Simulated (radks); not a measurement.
The numbers below are computed, except where a source is named.
Ni, 28 electrons, occupied as [Ne] 3s2 3p5 3d9 4s2 (not the ground configuration).

Code: a radial shooting solver on a logarithmic mesh with Libxc functionals. Model: scalar-relativistic Kohn-Sham, MS2 meta-GGA, spin-unpolarised, spherical densities, finite nucleus; meta-GGA in the generalised Kohn-Sham scheme; Fermi nuclear charge, rms radius 3.7757 fm.

Energy parts (hartree):
part                       energy
total                 -1518.24283
kinetic                1539.33032
electron-nucleus      -3643.11688
Hartree                 648.59043
exchange-correlation    -63.04670

Orbitals (lengths in bohr, moments of r in powers of bohr; <r^-3> diverges for s and p1/2):
| orbital | occ. | eigenvalue (hartree) | <r^4> | <r^-3> | <r> |
|---|---|---|---|---|---|
| 1s | 2 | -302.6122 | 0.00003975 | - | 0.05404 |
| 2s | 2 | -36.44499 | 0.008607 | - | 0.2441 |
| 2p | 6 | -31.25037 | 0.006528 | 624.1 | 0.2151 |
| 3s | 2 | -4.21953 | 0.6344 | - | 0.7367 |
| 3p | 5 | -2.70573 | 0.8867 | 78.69 | 0.7758 |
| 3d | 9 | -0.35212 | 5.402 | 7.026 | 0.9960 |
| 4s | 2 | -0.20986 | 145.2 | - | 2.784 |

The highest occupied level is 4s at -5.711 eV. Summed over all electrons, <r^2> = 35.44 bohr^2, which gives a Langevin (diamagnetic) susceptibility term of -28.1 x 10^-6 cm^3/mol.
